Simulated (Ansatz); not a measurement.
Ansatz results at the PBE0-D4/def2-TZVP geometry: size of the dipole moment (ωB97M-V/def2-TZVPP) 0.76 D; LUMO energy (PBE0/def2-TZVPP) -0.59 eV; HOMO energy (B3LYP/def2-TZVPP) -7.31 eV.

Each molecule was computed in one conformer, which needn't be the lowest.

Q: Which molecule gave them?
A. `C[CH2][AlH][O][SiH3]`
B. `CO[SiH2][AlH][CH3]`
C. `CC1[SiH2]C1=O`
D. `[CH3][AlH][O]C[SiH3]`

A: D. The others give `CO[SiH2][AlH][CH3]`: 1.66, -1.69, -6.68; `CC1[SiH2]C1=O`: 3.06, -1.42, -6.14; `C[CH2][AlH][O][SiH3]`: 1.17, -0.68, -7.35.

B3LYP here is the variant with VWN-RPA as its local correlation; programs differ in this.
